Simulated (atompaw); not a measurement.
Cutoff test, hydrogen, PAW (atompaw)

```
Element                 : H
Generator               : atompaw 4.2.0.5
Type                    : PAW
Functional              : LDA (PW92)
Relativity              : scalar-relativistic
Frozen core             : none
Valence charge          : 1
Reference configuration : 1s0.75 (charge +0.25)
Partial waves           : 1s (bound): rc 1.05 bohr; 1s channel at -0.3 Ry: rc 1.05 bohr
Local potential         : vpsmatchnc scheme with l = 1 at 0.5 Ry, radius 0.95 bohr
Core correction         : none
Augmentation charge     : sinc compensation charge, radius 0.90 bohr; PAW radius 1.05 bohr; waves and projectors: custom rrkj vanderbiltortho
```

The pseudo-atom Hamiltonian at the reference potential is diagonalised in spherical Bessel functions j_l(qr) that vanish at 20 bohr, with q² up to the cutoff. All-electron valence levels (Ry): 1s -0.6801.

Q: How do the lowest levels (Ry) of each channel move with the cutoff, and are there ghosts?

A:

```tsv
cutoff (Ry)	s #1	p #1	p #2	d #1	d #2	f #1	Σ f·Δε (mRy)
8	-0.6337	-0.0328	0.0425	0.0359	0.1370	0.0816	34.8
10	-0.6480	-0.0328	0.0425	0.0359	0.1370	0.0816	24.1
15	-0.6657	-0.0329	0.0424	0.0359	0.1370	0.0816	10.9
18	-0.6726	-0.0329	0.0424	0.0359	0.1370	0.0816	5.6
21	-0.6755	-0.0329	0.0424	0.0359	0.1370	0.0816	3.5
25	-0.6773	-0.0329	0.0424	0.0359	0.1370	0.0816	2.1
35	-0.6797	-0.0329	0.0424	0.0359	0.1370	0.0816	0.4
40	-0.6800	-0.0329	0.0424	0.0359	0.1370	0.0816	0.1
400	-0.6801	-0.0329	0.0424	0.0359	0.1370	0.0816	0.0
```

Result: no extra level below or beside the all-electron valence levels (s, p, d, f tested); 10 mRy is reached at 18 Ry and 1 mRy at 30 Ry.
